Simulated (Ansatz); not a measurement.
Basis-set extrapolation for `C1CO[SiH2]N1` (PBE0-D4/def2-TZVP geometry, frozen core, Ansatz). Multiplicity 1, RHF reference.

|  | def2-TZVPP | def2-QZVPP |
| --- | --- | --- |
| HF | -498.207519 | -498.227132 |
| MP2 correlation | -0.900027 | -0.964876 |
| CCSD(T) correlation | -0.975815 | not run |

Energies in hartree. Use E(X) = E(∞) + A·exp(−7.88·√X) for Hartree–Fock and E(X) = E(∞) + B·X^(−2.97) for correlation, with X = 3 and 4, and add CCSD(T) minus MP2 of the smaller set to the MP2 limit.

Q: What is the CCSD(T) energy at the basis-set limit?

A: HF limit: -498.227132 + (-0.019613) × 0.13774 = -498.22983. MP2 limit: -0.964876 + (-0.064849) × 0.74074 = -1.01291. Higher-order term: -0.975815 − (-0.900027) = -0.07579. Total: -499.31853 hartree, 355.0 kJ/mol below CCSD(T)/def2-TZVPP.
